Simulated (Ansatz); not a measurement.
The same atomization along the group O, S, Se.

Computed with Ansatz on PBE0-D4/def2-TZVP structures; ΔE is electronic, products minus reactants. CCSD(T)/CBS adds triple-zeta CCSD(T) − MP2 to the extrapolated MP2 energy (def2 sets, frozen cores). This one scheme is used for every species, atoms too. Double bonds are as drawn, so ΔE can hold a change between cis and trans. DFT in def2-TZVPP. Open shells (•) are unrestricted, without spin–orbit coupling. Spin–orbit coupling would lower the free atoms: a little for C, O, S, Si; clearly for Se. Bonds to Se are less sure, by a few kJ/mol each and by 10 to 20 or more in all where they break to atoms, as the def2 sets lack core-valence functions. Scalar relativity is left out up to krypton. Each species was taken in one conformer, which may not be the lowest.

```tsv
reaction	PBE0-D4 (kcal/mol)	CCSD(T)/CBS(def2) (kcal/mol)
`O/C=N/[SiH3]` → C• + 5 H• + N• + O• + Si•	776.1	778.5
`[SiH3]/N=C\S` → C• + 5 H• + N• + S• + Si•	723.5	723.0
`[SiH3]/N=C\[SeH]` → C• + 5 H• + N• + Se• + Si•	703.7	705.6
```

Largest T1 diagnostic: 0.015, for `[SiH3]/N=C\S`.

For atomizations the MP2-based limit and the directly extrapolated one differ by several kJ/mol either way, and by 10 to 25 for some Ge, Se and Sn compounds, so smaller differences from it don't rank the levels.
